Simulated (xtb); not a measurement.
C3H8As, doublet, geometry from GFN2-xTB; xtb with GFN0-xTB.

The xtb input:
```
$ xtb mol.xyz --gfn 0 --uhf 1 --opt --json

# file mol.xyz
12

C     -0.23006772     1.67305898    -0.47276520
As    -0.03169729     0.03696667     0.42430225
C      1.64549136    -0.59278425    -0.41758700
C     -1.32840602    -1.05317798    -0.59963945
H      0.57211491     2.39700141    -0.43075230
H     -1.21209566     2.12078496    -0.53997594
H      1.86380277    -1.61129755    -0.10217392
H      2.47309738     0.04712382    -0.11745722
H      1.54992401    -0.56470278    -1.50126901
H     -2.33991879    -0.69798679    -0.41209461
H     -1.11735202    -0.97762798    -1.66455109
H     -1.26566772    -2.09577580    -0.29375005
```

### Question
Write the output that xtb gives for this input, abridged.

### Answer

```
   ID    Z sym.   atoms
    1    6 C      1, 3, 4
    2   33 As     2
    3    1 H      5-12

           -------------------------------------------------
          |                Calculation Setup                |
           -------------------------------------------------

           -------------------------------------------------
          |                 G F N 0 - x T B                 |
           -------------------------------------------------

          ...................................................
          :                      SETUP                      :
          :.................................................:
          :  # basis functions                  38          :
          :  # atomic orbitals                  37          :
          :  # shells                           25          :
          :  # electrons                        25          :
          :  electronic temp.          300.0000000     K    :
          :  accuracy                    1.0000000          :
          :  -> integral cutoff          0.2500000E+02      :
          :  -> integral neglect         0.1000000E-07      :
          ...................................................

         :::::::::::::::::::::::::::::::::::::::::::::::::::::
         ::                     SUMMARY                     ::
         :::::::::::::::::::::::::::::::::::::::::::::::::::::
         :: total energy             -13.206476411626 Eh    ::
         :: gradient norm              0.012418231056 Eh/a0 ::
         :: HOMO-LUMO gap              4.230671313406 eV    ::
         ::.................................................::
         :: H0 energy                -13.361922486890 Eh    ::
         :: repulsion energy           0.177145654626 Eh    ::
         :: electrostat energy        -0.018749132211 Eh    ::
         :: -> Gsolv                   0.000000000000 Eh    ::
         ::    -> Gsasa                0.000000000000 Eh    ::
         ::    -> Gshift               0.000000000000 Eh    ::
         :: dispersion energy         -0.002950447151 Eh    ::
         :: short-range corr.          0.000000000000 Eh    ::
         :: add. restraining           0.000000000000 Eh    ::
         :: total charge               0.000000000000 e     ::
         :::::::::::::::::::::::::::::::::::::::::::::::::::::

      -----------------------------------------------------------
     |                   =====================                   |
     |                        A N C O P T                        |
     |                   =====================                   |
     |               Approximate Normal Coordinate               |
     |                Rational Function Optimizer                |
      -----------------------------------------------------------
      -----------------------------------------------------------
     |                   =====================                   |
     |                        A N C O P T                        |
     |                   =====================                   |
     |               Approximate Normal Coordinate               |
     |                Rational Function Optimizer                |
      -----------------------------------------------------------

          ...................................................
          :                      SETUP                      :
          :.................................................:
          :   optimization level            normal          :
          :   max. optcycles                   200          :
          :   ANC micro-cycles                  20          :
          :   degrees of freedom                30          :
          :.................................................:
          :   RF solver                   davidson          :
          :   write xtbopt.log                true          :
          :   linear?                        false          :
[...]
 * total energy  :   -13.2064764 Eh     change        0.0000000E+00 Eh
 * total energy  :   -13.2067718 Eh     change       -0.2954008E-03 Eh
 * total energy  :   -13.2068135 Eh     change       -0.4172867E-04 Eh
 * total energy  :   -13.2068161 Eh     change       -0.2527039E-05 Eh
   *** GEOMETRY OPTIMIZATION CONVERGED AFTER 4 ITERATIONS ***
         :: total energy             -13.206816068099 Eh    ::
[...]
         9        2.0000           -0.5229243             -14.2295
        10        2.0000           -0.4679467             -12.7335
        11        2.0000           -0.4597473             -12.5104
        12        2.0000           -0.4333756             -11.7927
        13        1.0000           -0.3686612             -10.0318 (HOMO)
        14                         -0.2103046              -5.7227 (LUMO)
        15                         -0.1904296              -5.1819
        16                         -0.1424759              -3.8770
        17                         -0.1411708              -3.8415
        18                         -0.1286355              -3.5004
        19                         -0.1150482              -3.1306
        20                         -0.1046268              -2.8470
        21                         -0.0847735              -2.3068
        22                         -0.0822422              -2.2379
        23                         -0.0736051              -2.0029
        24                         -0.0022817              -0.0621
       ...                                ...                  ...
        37                          1.0476044              28.5068
      -------------------------------------------------------------
                  HL-Gap            0.1583565 Eh            4.3091 eV
             Fermi-level            0.0000000 Eh            0.0000 eV

     #   Z          covCN         q      C6AA      α(0)
     1   6 C        2.777    -0.347    39.981    10.323
     2  33 As       2.769     0.040   235.615    27.900
     3   6 C        3.694    -0.340    31.142     8.076
     4   6 C        3.694    -0.340    31.142     8.076
     5   1 H        0.926     0.141     1.450     1.883
     6   1 H        0.926     0.141     1.450     1.883
     7   1 H        0.926     0.113     1.671     2.021
     8   1 H        0.926     0.116     1.642     2.004
     9   1 H        0.926     0.122     1.594     1.974
    10   1 H        0.926     0.116     1.642     2.004
    11   1 H        0.926     0.122     1.594     1.974
    12   1 H        0.926     0.113     1.671     2.021

 Mol. C6AA /au·bohr⁶  :       1827.529204
 Mol. C8AA /au·bohr⁸  :      69004.041312
 Mol. α(0) /au        :         70.140514

Wiberg/Mayer (AO) data.
largest (>0.10) Wiberg bond orders for each atom

 ---------------------------------------------------------------------------
     #   Z sym  total        # sym  WBO       # sym  WBO       # sym  WBO
 ---------------------------------------------------------------------------
     1   6 C    3.511 --     2 As   1.436     5 H    0.963     6 H    0.963
     2  33 As   3.552 --     1 C    1.436     4 C    0.991     3 C    0.991
     3   6 C    3.973 --     2 As   0.991     7 H    0.960     8 H    0.959
                             9 H    0.957
     4   6 C    3.973 --     2 As   0.991    12 H    0.960    10 H    0.959
                            11 H    0.957
     5   1 H    0.985 --     1 C    0.963
     6   1 H    0.985 --     1 C    0.963
     7   1 H    0.980 --     3 C    0.960
     8   1 H    0.979 --     3 C    0.959
     9   1 H    0.979 --     3 C    0.957
    10   1 H    0.979 --     4 C    0.959
    11   1 H    0.979 --     4 C    0.957
    12   1 H    0.980 --     4 C    0.960
 ---------------------------------------------------------------------------

Topologies differ in total number of bonds
Writing topology from bond orders to xtbtopo.mol

 dipole moment from electron density (au)
     X       Y       Z
   0.1147  -0.7158  -0.0634  total (Debye):    1.850

optimized geometry written to: xtbopt.xyz

           -------------------------------------------------
          | TOTAL ENERGY              -13.206816068099 Eh   |
          | GRADIENT NORM               0.000867121790 Eh/α |
          | HOMO-LUMO GAP               4.309100789649 eV   |
           -------------------------------------------------

normal termination of xtb
```
